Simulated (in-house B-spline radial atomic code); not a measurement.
**Ionising K⁵⁺ with different functionals**

Computed with an all-electron radial atomic-structure program (B-spline basis): four-component Dirac-Coulomb Hamiltonian, Fermi nucleus of rms radius 3.4349 fm, spin-restricted, spherical fractional occupations for the functionals. The ionisation energy is the difference of two self-consistent energies, [Ne] 3s2 3p2 → [Ne] 3s2 3p1, without Breit or QED terms; ε is the level of the shell that loses the electron (mean over j). The electron is taken from both j subshells in proportion to 2j + 1, so the result is a j average, not the step between ground levels.

Hybrids are left out here: with spherical fractional occupations of an open shell their exact exchange keeps a self-interaction that integer-occupation calculations don't have.

```
           method  rung  ΔSCF (eV)  -ε(3p) (eV)
         LDA VWN5   LDA      98.41        89.20
 relativistic LDA   LDA      98.39        89.18
         LDA PW92   LDA      98.40        89.19
LDA exchange-only   LDA      96.69        87.48
              PBE   GGA      98.24        89.07
           PBEsol   GGA      98.18        89.01
             BLYP   GGA      98.19        88.98
             RPBE   GGA      98.19        89.04
             PW91   GGA      98.38        89.19
             BP86   GGA      98.37        89.19
             AM05   GGA      98.18        89.00
             OLYP   GGA      98.31        89.18
```

(1) How do they compare with the NIST value?

Results:

(1) NIST lists 99.4 eV ± 0.2 (semi-empirical, ground level to ground level). Errors run from -2.75 to -1.03 eV. The correlated functionals all miss on the same side by more than they spread, so the cause is common to them (Breit-QED terms, spin polarisation, the choice among j levels, multiplet and fine-structure energies, or a listed next ion that isn't the cheapest removal here) and closeness doesn't rank the functionals.
